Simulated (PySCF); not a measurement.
Stationary points of [GeH2]+

These are results of PBE0/[Ge def2-TZVP, H def2-TZVP], no relativity, density fitting, PySCF, not measurements.

Relaxations began from a few typed shapes; open shells are unrestricted. The search is not exhaustive: other isomers or separated fragments can lie lower, and high-lying points may rest on an excited occupation.

Q: Which is the lowest minimum found?
A. doublet C2v: Ge–H 1.552 Å (×2); H–Ge–H 120.9°
B. doublet D∞h: Ge–H 1.509 Å (×2); H–Ge–H 180.0°

A: A. The others lie at 85.7 (doublet D∞h, a saddle point) kJ/mol above it.

The electron or spin density has lower symmetry than the nuclear frame for the doublet D∞h at 85.7 kJ/mol.
